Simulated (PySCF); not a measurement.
**Adding and removing an electron: GaPb**

PBE0; PySCF, scalar-relativistic core potentials, basis sets Ga cc-pVDZ-PP with ECP10, Pb cc-pVDZ-PP with ECP60. Neutral (UKS): quartet (σ ↑, π ↑↑), Re = 2.736 Å, ωe = 163 cm⁻¹, De = 2.02 eV, HOMO -5.05 eV, LUMO -2.48 eV.

GaPb⁺ (UKS): triplet (σ ↑, π ↑), Re = 3.119 Å, ωe = 95.9 cm⁻¹. The energies at the minima are -452.30804 hartree for GaPb and -452.06153 for GaPb⁺.

Question: Work out the adiabatic ionisation energy, without and with harmonic zero-point energies (1 hartree = 27.2114 eV, 1 eV = 8065.5 cm⁻¹), and the change of the bond length.

Answer: At PBE0: 0.24651 hartree = 6.708 eV between the minima; the zero-point term (95.9 − 163.0)/2 cm⁻¹ = -0.004 eV makes it 6.704 eV. Re changes by +38.3 pm against the neutral. The electron leaves a π orbital, and the ion is left as a loose complex of an ion and an atom.

These are scalar-relativistic numbers at best; spin–orbit coupling would shift them, the dissociation energy most. States were picked by a PBE0 search and need not be the measured ground states.
